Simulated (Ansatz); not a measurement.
Stepwise reaction of `[OH][W]([OH])([OH])([F])([Cl])[Cl]` with water, as a gas-phase model of exchange steps in deposition or etching. ΔE in kJ/mol; ΔG adds harmonic PBE0-D4 terms to CCSD(T)/CBS, at 1 bar.

Computed with Ansatz on PBE0-D4/def2-TZVP structures; ΔE is electronic, products minus reactants. CBS: MP2 limit from def2 TZ/QZ plus the TZ coupled-cluster correction, frozen cores. This one scheme is used for every species. Functionals use def2-TZVPP. B3LYP here is the variant with VWN-RPA as its local correlation; programs differ in this. Elements past krypton have def2 core potentials. For W outer-core shells are correlated without core-valence functions, which leaves a few kJ/mol of doubt a bond. Each species was taken in one conformer, which may not be the lowest.

| step | reaction | PBE-D4 | B3LYP-D4 | ωB97M-V | CCSD(T)/CBS | ΔG(600 K) |
| --- | --- | --- | --- | --- | --- | --- |
| 2 | `[OH][W]([OH])([OH])([OH])([F])[Cl]` + H₂O → `[OH][W]([OH])([OH])([OH])([OH])[F]` + HCl | 25.5 | 21.4 | 19.0 | 24.2 | 22.9 |

(1) Give the row of step 1, `[OH][W]([OH])([OH])([F])([Cl])[Cl]` + H₂O → `[OH][W]([OH])([OH])([OH])([F])[Cl]` + HCl. (An estimate is asked.)

(2) By hand: ΔE of the 2 steps together at CCSD(T)/CBS.

Results:

(1) Ansatz gave: 
| step | reaction | PBE-D4 | B3LYP-D4 | ωB97M-V | CCSD(T)/CBS | ΔG(600 K) |
| --- | --- | --- | --- | --- | --- | --- |
| 1 | `[OH][W]([OH])([OH])([F])([Cl])[Cl]` + H₂O → `[OH][W]([OH])([OH])([OH])([F])[Cl]` + HCl | -0.1 | -2.9 | -10.0 | -5.3 | -2.2 |

(2) (-5.3) + (24.2) = 18.9 kJ/mol, or 9.4 kJ/mol a step.

In ΔE each step is higher than the one before. ΔG lies between -2.2 and 22.9 kJ/mol a step. PBE-D4 differs from CCSD(T)/CBS by 1.3 to 5.2 kJ/mol a step. Isolated molecules leave out the surface, adducts and barriers. Largest T1 diagnostic: 0.022.
